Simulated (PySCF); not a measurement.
**Dipole response of Cu²⁺ (copper, charge +2)**

[Ar] 3d9, 2D determinant. All numbers are calculated (PySCF 2.14, scalar relativity through the core potential, in aug-cc-pwCVDZ-PP with ECP10MDF). Coupled (time-dependent) response in atomic units; α is the mean over directions. A double-zeta set is small for polarisabilities.

| method | mean α (bohr³) | α xx, yy, zz | C₆ (like pair) | S(−4) |
| --- | --- | --- | --- | --- |
| UHF | 2.088 | 2.000, 2.000, 2.266 | 5.046 | 2.377 |
| PBE | 2.602 | 2.476, 2.476, 2.853 | 6.126 | 5.027 |
| PBE0 | 2.420 | 2.307, 2.307, 2.647 | 5.760 | 3.927 |
| M06-L | 2.400 | 2.278, 2.278, 2.645 | 5.760 | 3.754 |

S(−4) is the Cauchy moment in α(ω) = α(0) + S(−4) ω² + …

α(iu) at UHF:

| u (hartree) | α(iu) (bohr³) |
| --- | --- |
| 0 | 2.088 |
| 0.0500 | 2.083 |
| 0.100 | 2.065 |
| 0.200 | 2.001 |
| 0.300 | 1.908 |
| 0.500 | 1.692 |
| 0.750 | 1.451 |
| 1.00 | 1.267 |
| 1.50 | 1.017 |
| 2.00 | 0.8471 |
| 3.00 | 0.6105 |
| 5.00 | 0.3443 |

For an ion, C₆ is the dispersion term alone; charge-induced terms of lower order in 1/R come first.

The components differ because the open shell of this determinant is not spherical; for a pure term their mean is the scalar polarisability.

Energies and moments cover only the electrons outside the core potential.
